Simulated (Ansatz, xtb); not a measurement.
Potential energy curve for AsH, triplet. Each curve is given relative to its own lowest point between 1.25 and 1.89 Å, where full CI is lowest.

```
R / Å      A     B     C     D
-----  -----  ----  ----  ----
1.08    99.4  89.4  88.6  90.1
1.16    50.9  51.6  50.9  53.0
1.25    21.9  24.8  24.2  26.4
1.30    12.7  15.2  14.7  16.8
1.36     5.8   7.4   7.0   8.7
1.41     2.4   3.3   3.0   4.3
1.46     0.7   1.0   0.8   1.6
1.52     0.0   0.0   0.0   0.1
1.56     0.2   0.2   0.4   0.0
1.62     1.4   1.6   2.0   0.8
1.69     3.7   4.5   5.1   2.8
1.79     8.5  10.1  11.1   7.3
1.89    14.7  17.0  17.9  12.7
2.02    23.7  28.2  26.2  20.6
2.18    35.2  39.9  33.3  30.4
2.42    51.5  49.8  39.0  43.9
2.65    65.6  54.4  41.5  53.9
2.93    80.1  57.0  42.9  61.6
3.27    93.5  58.4  43.6  66.5
3.72   104.5  59.0  43.8  69.0
4.33   110.3  59.2  43.9  70.0
5.08       —  59.2  43.9  70.3
```

Energies in kcal/mol.

Q: Which curve belongs to which method? The methods are xtb with GFN1-xTB; UHF/cc-pVTZ run with Ansatz (an electronic-structure program); unrestricted BLYP/cc-pVTZ in Ansatz; MP2 on UHF/cc-pVTZ, cores with 3d frozen (Ansatz).

A: A is GFN1-xTB; B is UMP2; C is UHF; D is UKS-BLYP.

Dashes: no converged value, or the column stops at the first point that the program doubted or that broke a chosen test of continuity, which isn't proof of a fault.

The unrestricted determinant behind UHF, UMP2 is spin-contaminated at 2.02 to 5.08 Å (<S²> up to 3.0, against 2.00 for a pure triplet). The unrestricted determinant behind UKS-BLYP is spin-contaminated at 2.42 to 5.08 Å (<S²> up to 3.0, against 2.00 for a pure triplet).
